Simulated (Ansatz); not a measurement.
Computed with Ansatz on PBE0-D4/def2-TZVP structures; ΔE is electronic, products minus reactants. CCSD(T)/CBS is the MP2 limit (def2-TZVPP, def2-QZVPP) plus CCSD(T) − MP2 in def2-TZVPP, frozen cores. Functionals use def2-TZVPP. B3LYP here is the variant with VWN-RPA as its local correlation; programs differ in this. For Ge outer-core shells are correlated without core-valence functions, which leaves a few kJ/mol of doubt a bond. Scalar relativity is left out up to krypton. Each species was taken in one conformer, which may not be the lowest.

`N=[CH][GeH2][CH2]Cl` → `C=[CH][GeH]([NH2])[Cl]`  (isomerisation)

`N=[CH][GeH2][CH2]Cl`:

Z-matrix (Å, degrees):
```
Ge
C 1 1.970
C 1 1.968 2 109.4
H 1 1.537 2 111.7 3 119.6
H 1 1.543 2 106.9 3 -118.9
N 2 1.265 1 125.7 3 120.3
H 2 1.095 1 117.7 3 -58.9
Cl 3 1.783 1 109.7 2 60.8
H 3 1.089 1 111.6 2 -180.0
H 3 1.089 1 111.1 2 -58.1
H 6 1.023 2 111.8 1 0.8
```

`C=[CH][GeH]([NH2])[Cl]`:

Cartesian coordinates in Å:
```
C 0.144 -0.305 2.043
C 0.737 0.004 0.897
Ge -0.210 0.638 -0.657
N 0.189 -0.446 -2.065
Cl -2.332 0.612 -0.151
H -0.930 -0.213 2.173
H 0.711 -0.665 2.897
H 1.815 -0.102 0.800
H 0.087 2.080 -1.086
H -0.221 -0.174 -2.947
H 0.010 -1.428 -1.905
```

CCSD(T)/CBS gives -2.18 eV.

Another level gave -2.14 eV. Which?
A. PBE/def2-TZVPP
B. MP2/def2-TZVPP
C. CCSD/def2-TZVPP
D. B3LYP-D4/def2-TZVPP

D. B3LYP-D4 -2.14, PBE -1.99, MP2/def2-TZVPP -2.27, CCSD/def2-TZVPP -2.18 eV.

Largest T1 diagnostic among the species: 0.012.

In def2-TZVPP, CCSD(T) changes the Hartree–Fock value by +0.19 eV (the triples alone add +0.03 eV) and MP2 by +0.08 eV. From PBE to PBE0 (25 % exact exchange), in def2-TZVPP and without D4, ΔE moves by −0.12 eV.
